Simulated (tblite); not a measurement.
C₇H₉NO₂.
SMILES with atom numbers: `[CH3:1][O:2][C@H:3]1[CH2:4][CH2:5][C:6]([C:7]#[N:8])=[CH:9][O:10]1` (hydrogens: H11, H12, H13 on C1; H14 on C3; H15, H16 on C4; H17, H18 on C5; H19 on C9)

The geometry is computed with GFN2-xTB (gas phase).

Task: List the bond lengths, angles and torsions at this level.

Result: 
```json
{"bond": "C1–O2", "length (pm)": "141.2"}
{"bond": "O2–C3", "length (pm)": "139.3"}
{"bond": "C3–C4", "length (pm)": "152.9"}
{"bond": "C4–C5", "length (pm)": "152.6"}
{"bond": "C5–C6", "length (pm)": "150.6"}
{"bond": "C6–C7", "length (pm)": "140.6"}
{"bond": "C7≡N8", "length (pm)": "114.8"}
{"bond": "C6=C9", "length (pm)": "134.0"}
{"bond": "C9–O10", "length (pm)": "135.0"}
{"bond": "C3–O10", "length (pm)": "141.9"}
{"bond": "C1–H11, C1–H12, C1–H13", "length (pm)": "109.2"}
{"bond": "C3–H14", "length (pm)": "110.4"}
{"bond": "C4–H15", "length (pm)": "108.8"}
{"bond": "C4–H16", "length (pm)": "109.1"}
{"bond": "C5–H17", "length (pm)": "109.1"}
{"bond": "C5–H18", "length (pm)": "109.3"}
{"bond": "C9–H19", "length (pm)": "108.1"}
```

Bonds in one row agree within 1 pm and their mean is given. A selection of angles:
```json
{"angle": "O2–C1–H11", "degrees": "110.7"}
{"angle": "O2–C1–H12", "degrees": "106.0"}
{"angle": "H11–C1–H12", "degrees": "109.9"}
{"angle": "C1–O2–C3", "degrees": "114.6"}
{"angle": "O2–C3–C4", "degrees": "107.9"}
{"angle": "O2–C3–O10", "degrees": "111.4"}
{"angle": "O2–C3–H14", "degrees": "110.6"}
{"angle": "C4–C3–O10", "degrees": "111.5"}
{"angle": "C4–C3–H14", "degrees": "111.6"}
{"angle": "O10–C3–H14", "degrees": "103.9"}
{"angle": "C3–C4–C5", "degrees": "108.6"}
{"angle": "C3–C4–H15", "degrees": "108.8"}
{"angle": "C3–C4–H16", "degrees": "108.5"}
{"angle": "C5–C4–H15", "degrees": "111.0"}
{"angle": "C5–C4–H16", "degrees": "110.6"}
{"angle": "H15–C4–H16", "degrees": "109.3"}
{"angle": "C4–C5–C6", "degrees": "108.4"}
{"angle": "C4–C5–H17", "degrees": "110.8"}
{"angle": "C4–C5–H18", "degrees": "109.5"}
{"angle": "C6–C5–H17", "degrees": "110.3"}
{"angle": "C6–C5–H18", "degrees": "109.5"}
{"angle": "H17–C5–H18", "degrees": "108.3"}
{"angle": "C5–C6–C7", "degrees": "118.5"}
{"angle": "C5–C6–C9", "degrees": "121.0"}
{"angle": "C7–C6–C9", "degrees": "120.5"}
{"angle": "C6–C7–N8", "degrees": "178.4"}
{"angle": "C6–C9–O10", "degrees": "125.5"}
{"angle": "C6–C9–H19", "degrees": "123.0"}
{"angle": "O10–C9–H19", "degrees": "111.4"}
{"angle": "C3–O10–C9", "degrees": "116.2"}
```

Torsions: C1–O2–C3–C4 172° (antiperiplanar); O2–C3–C4–C5 61° (synclinal); C3–C4–C5–C6 49° (synclinal); C4–C5–C6–C7 159° (antiperiplanar); C5–C6–C9–O10 -1° (synperiplanar); C6–C9–O10–C3 -9° (synperiplanar); O2–C3–O10–C9 -81° (synclinal).

The C–C distances run from 1.340 Å (C6=C9, drawn double) to 1.529 Å (C3–C4, drawn single), a spread of 0.189 Å. The 6-membered ring C3–C4–C5–C6–C9–O10 has internal angles of 108.4° to 125.5°; it is puckered, 0.20 Å rms from its mean plane, widest ring torsion 61°. Of the pairs four or more bonds apart, O2···H18 is among the closest relative to their van der Waals radii: 2.57 Å, 94 % of the sum of Bondi's values. The C–O distances run from 1.350 Å (C9–O10, drawn single) to 1.419 Å (C3–O10, drawn single), a spread of 0.069 Å.

Point group: C1 (no symmetry element, even within 0.4 Å). Its GFN2-xTB frequencies are all real (lowest 53 cm⁻¹). One conformer, not necessarily the lowest.
